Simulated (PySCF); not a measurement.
CCl2F, SMILES F[C](Cl)Cl, multiplicity 2. Coordinates come from a TPSSh-D3(BJ)/def2-SVP optimisation. The isomer is the one that the SMILES or the coordinates give; other isomers of the formula were not compared.

Computed equilibrium geometry at TPSSh-D3(BJ)/def2-SVP (PySCF confirms it by a frequency run) as Cartesian coordinates in Å, and its point group:
point group Cs.
```xyz
4

F     -0.0865     1.6085     0.0000
C      0.3247     0.3499     0.0000
Cl    -0.0344    -0.4875     1.4773
Cl    -0.0344    -0.4875    -1.4773
```
Charge 0, spin multiplicity 2.
